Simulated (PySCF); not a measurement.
**UHF on H (hydrogen, neutral)**

Configuration: 1s1, 2S determinant. Computed with PySCF 2.14 in def2-TZVPPD (3s3p1d, 17 functions), with no relativity, point nucleus.

```
Total energy                                     : -0.499810 hartree
One-electron energy                              : -0.4998 hartree
Hartree (Coulomb) energy                         : 0.3125 hartree
Exchange energy                                  : -0.3125 hartree
Kinetic energy                                   : 0.49981 hartree
⟨S²⟩                                             : 0.7500
⟨L²⟩                                             : 0.000
Sum of ⟨r⟩                                       : 1.499 bohr
Sum of ⟨r²⟩                                      : 2.990 bohr²
Density at the nucleus (Gaussians lack the cusp) : 0.288 bohr⁻³
Spin density at the nucleus                      : 0.288 bohr⁻³
Langevin diamagnetic susceptibility              : -2.37 ×10⁻⁶ cm³/mol
```

| shell | electrons | mean orbital energy (hartree) | rms radius, mean of both spins (bohr) |
| --- | --- | --- | --- |
| 1s α | 1 | -0.49981 | 1.73 |
